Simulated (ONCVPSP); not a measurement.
**An all-electron radial function and its pseudo partner (Pt (Z = 78))**

Columns: radius, all-electron u(r) and pseudo u(r) of the 5p shell (level -54.69 eV) of platinum in the configuration [Kr] 4d10 4f14 5s2 5p6 5d9 6s0.5; PBE, non-relativistic, ONCV scheme, ONCVPSP 4.0.1.

```csv
r (bohr),all-electron,pseudo
0.088,0.0890,0.0107
0.175,0.3173,0.0438
0.262,-0.2579,0.1034
0.350,-0.5787,0.1942
0.438,-0.4578,0.3158
0.525,-0.1071,0.4606
0.612,0.2858,0.6177
0.700,0.6247,0.7729
0.788,0.8685,0.9070
0.875,1.0161,1.0051
0.962,1.0847,1.0609
1.050,1.0927,1.0734
1.138,1.0575,1.0469
1.225,0.9955,0.9914
1.312,0.9179,0.9170
1.400,0.8322,0.8321
1.487,0.7462,0.7462
1.575,0.6619,0.6619
1.662,0.5835,0.5835
1.750,0.5105,0.5105
1.838,0.4444,0.4444
1.925,0.3859,0.3859
2.012,0.3340,0.3340
2.100,0.2877,0.2877
2.188,0.2473,0.2473
2.275,0.2125,0.2125
```

(1) How many radial nodes do the two functions have?

(2) At about which radius was the pseudo-wave matched?

(3) Is the pseudo-wave norm-conserving?

## Answers

(1) The all-electron 5p function has n − l − 1 = 3 (the table is too coarse to show those close to the nucleus); the pseudo-wave has 0, since the states of the same l below it are removed with the core.

(2) 1.45 bohr, where the columns begin to agree (steps of 0.09 bohr).

(3) Yes: the ONCV scheme keeps the norm inside the radius equal to the all-electron one, which fixes the energy derivative of the logarithmic derivative at the level.
